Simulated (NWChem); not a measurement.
System: SiNH3, singlet; SMILES N[SiH]

The following NWChem deck was run.

```
start job
memory heap 200 mb stack 900 mb global 1100 mb
geometry units angstroms noautoz
  Si     0.116148    -0.687165     0.000000
  H     -1.409970    -0.886398     0.000000
  N      0.016964     1.028371     0.000000
  H     -0.830296     1.587874     0.000000
  H      0.849250     1.609980     0.000000
end
basis spherical
  Si library 6-31+g*
  H library 6-31+g*
  N library 6-31+g*
end
dft
  xc b3lyp
  iterations 150
  vectors input atomic output neutral.movecs
end
task dft energy
charge 1
dft
  odft
  mult 2
  vectors input atomic output cation.movecs
end
task dft energy
charge -1
dft
  odft
  mult 2
  vectors input atomic output anion.movecs
end
task dft energy
```

Output (shortened):

```
             Northwest Computational Chemistry Package (NWChem) 7.3.0
             --------------------------------------------------------

 CS  symmetry detected

                             Geometry "geometry" -> ""
                             -------------------------

 Output coordinates in angstroms (scale by  1.889725989 to convert to a.u.)

  No.       Tag          Charge          X              Y              Z
 ---- ---------------- ---------- -------------- -------------- --------------
    1 Si                  14.0000     0.08860758    -0.68435007     0.00000000
    2 H                    1.0000    -1.44097341    -0.85497232     0.00000000
    3 N                    7.0000     0.02156355     1.03274233     0.00000000
    4 H                    1.0000    -0.81507149     1.60801178     0.00000000
    5 H                    1.0000     0.86459398     1.59866522     0.00000000

 Effective nuclear repulsion energy (a.u.)      50.5996551834

      Symmetry information
      --------------------

 Group name             Cs
 Group number              2
 Group order               2
 No. of unique centers     5

                                 NWChem DFT Module
                                 -----------------

 Summary of "ao basis" -> "ao basis" (spherical)
 ------------------------------------------------------------------------------
       Tag                 Description            Shells   Functions and Types
 ---------------- ------------------------------  ------  ---------------------
 Si                         6-31+g*                 10       22   5s4p1d
 H                          6-31+g*                  2        2   2s
 N                          6-31+g*                  8       18   4s3p1d

      Symmetry analysis of basis
      --------------------------

        a'         35
        a"         11

            General Information
            -------------------
          SCF calculation type: DFT
          Wavefunction type:  closed shell.
          No. of atoms     :     5
          No. of electrons :    24
           Alpha electrons :    12
            Beta electrons :    12
          Charge           :     0
          Spin multiplicity:     1
          Use of symmetry is: on ; symmetry adaption is: on
          Maximum number of iterations: 150
          AO basis - number of functions:    46
                     number of shells:    24
          Convergence on energy requested:  1.00D-06
          Convergence on density requested:  1.00D-05
          Convergence on gradient requested:  5.00D-04

              XC Information
              --------------
                         B3LYP Method XC Potential
                     Hartree-Fock (Exact) Exchange  0.200
                        Slater Exchange Functional  0.800 local
                    Becke 1988 Exchange Functional  0.720 non-local
              Lee-Yang-Parr Correlation Functional  0.810
                  VWN I RPA Correlation Functional  0.190 local

             Grid Information
             ----------------
          Grid used for XC integration:  medium
          Radial quadrature: Mura-Knowles
          Angular quadrature: Lebedev.
          Tag              B.-S. Rad. Rad. Pts. Rad. Cut. Ang. Pts.
          ---              ---------- --------- --------- ---------
          Si                  1.10       88          10.0       590
          H                   0.35       45          10.0       434
          N                   0.65       49          11.0       434
          Grid pruning is: on
          Number of quadrature shells:   272
          Spatial weights used:  Erf1

      Superposition of Atomic Density Guess
      -------------------------------------

 Sum of atomic energies:        -344.60811790

      Non-variational initial energy
      ------------------------------

 Total energy =    -345.190719
 1-e energy   =    -575.762483
 2-e energy   =     179.972109
 HOMO         =      -0.234615
 LUMO         =      -0.046443

      Symmetry analysis of molecular orbitals - initial
      -------------------------------------------------

  Numbering of irreducible representations:

     1 a'          2 a"

  Orbital symmetries:

     1 a'          2 a'          3 a'          4 a'          5 a'
     6 a"          7 a'          8 a'          9 a'         10 a'
    11 a"         12 a'         13 a"         14 a'         15 a'
    16 a'         17 a"         18 a'         19 a'         20 a'
    21 a"         22 a'

   convergence    iter        energy       DeltaE   RMS-Dens  Diis-err
 ---------------- ----- ----------------- --------- --------- ---------
 d= 0,ls=0.0,diis     1   -346.0050051912 -3.97D+02  1.61D-02  2.31D-01
 d= 0,ls=0.0,diis     2   -345.9866535035  1.84D-02  9.36D-03  3.70D-01
 d= 0,ls=0.0,diis     3   -346.0281801202 -4.15D-02  2.09D-03  3.21D-02
 d= 0,ls=0.0,diis     4   -346.0320657626 -3.89D-03  4.13D-04  8.24D-05
 d= 0,ls=0.0,diis     5   -346.0320790641 -1.33D-05  9.52D-05  2.85D-06
 d= 0,ls=0.0,diis     6   -346.0320796122 -5.48D-07  1.74D-05  2.96D-07
 d= 0,ls=0.0,diis     7   -346.0320796659 -5.37D-08  2.57D-06  2.24D-09

         Total DFT energy =     -346.032079665867
      One electron energy =     -577.689153957015
           Coulomb energy =      209.978852264153
    Exchange-Corr. energy =      -28.921433156358
 Nuclear repulsion energy =       50.599655183354

 Numeric. integr. density =       24.000003342170

                  Occupations of the irreducible representations
                  ----------------------------------------------

                     irrep           alpha         beta
                     --------     --------     --------
                     a'               10.0         10.0
                     a"                2.0          2.0

                       DFT Final Molecular Orbital Analysis
                       ------------------------------------

[...]
```

Level: B3LYP/6-31+G* (spherical d), vertical spin-unrestricted ions. Low-valent species are run as closed-shell singlets; no triplet was tried in these runs. Coordinates come from a PBE0/def2-SVP optimisation.
